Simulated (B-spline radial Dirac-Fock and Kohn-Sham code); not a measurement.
I²²⁺: eigenvalues, ΔSCF and the reference

System: I²²⁺, [Ar] 3d10 4s2 4p1.

The density-functional columns are spherical, spin-unpolarised Dirac-Kohn-Sham results without Breit or QED terms: −ε is minus the orbital energy of the initial state and ΔSCF the difference of two total energies. The reference in the last column comes from Dirac-Fock energy differences between relaxed states, corrected for Breit and QED terms. All numbers are from a radial finite-basis atomic code, in eV; a selection of levels is shown. The Kohn-Sham columns are given as differences from the reference. For the 1s level of heavy atoms much of the gap between ΔSCF and the reference is the Breit and QED part, -116.2 eV here; for other levels the error of the functional can be larger.

```
     level  LDA −ε − DF  LDA ΔSCF − DF  Dirac-Fock
    K (1s)       -272.7         +106.4     33863.2
   L1 (2s)       -132.5          -51.4      5874.2
L2 (2p1/2)       -101.3           -3.7      5534.8
L3 (2p3/2)       -104.7          -12.7      5238.9
   M1 (3s)        -69.4          -34.7      1715.6
M2 (3p1/2)        -55.7          -20.0      1574.7
M3 (3p3/2)        -55.2          -20.5      1516.0
M4 (3d3/2)        -37.4           +0.7      1275.4
M5 (3d5/2)        -37.8           -0.1      1263.3
   N1 (4s)        -11.5           +5.7       730.2
 N2,3 (4p)        -14.5           +2.3       673.1
```

Values without a named source are computed, but for edge energies of neutral atoms, which are taken from tables.
